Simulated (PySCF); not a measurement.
Precursor series Sc Cl-F. Gas-phase values, no solvent.

Calculation: PBE-D3(BJ)/def2-TZVP // PBE-D3(BJ)/def2-SVP run with PySCF. 

```csv
species,LUMO (eV),HOMO (eV)
0 of 3 Cl replaced by F ([Sc(Cl)3]),-4.19,-7.88
1 of 3 Cl replaced by F ([Sc(Cl)2(F)]),-4.02,-7.89
2 of 3 Cl replaced by F ([Sc(Cl)(F)2]),-3.77,-7.82
3 of 3 Cl replaced by F ([Sc(F)3]),-3.48,-9.18
```
